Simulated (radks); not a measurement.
Problem. These are the eigenvalues of the occupied orbitals of an atom or ion with whole-number occupations (eV). All-electron calculation, scalar-relativistic Kohn-Sham, SCAN, spin-polarised, spherical densities, finite nucleus; meta-GGA in the generalised Kohn-Sham scheme; Fermi nuclear charge, rms radius of each element as measured or else 0.836 A^(1/3) + 0.57 fm. Program: a radial shooting solver on a logarithmic mesh with Libxc functionals.

1s up: -42518.69
1s down: -42518.66
2s up: -7396.430
2s down: -7395.713
2p up: -6682.182
2p down: -6681.565
3s up: -2078.962
3s down: -2078.605
3p up: -1850.844
3p down: -1850.398
3d up: -1535.168
3d down: -1534.431
4s up: -842.0618
4s down: -838.9896
4p up: -760.2452
4p down: -757.2136
4d up: -643.8433

Which element is it, and in what charge state? The configuration may be excited. Open shells, if any, are filled with parallel spins first.

Solution. Z = 59, praseodymium, charge +22: Pr22+ in [Kr] 4d1. The list shows which subshells hold electrons but not how many an open one holds; the 1s level, -1562.5 hartree, gives Z - s = 55.9 by -(Z - s)^2/2, which with screening and relativity narrows Z to a few neighbours, and the depths of the outer levels then fix element, charge and occupations together.
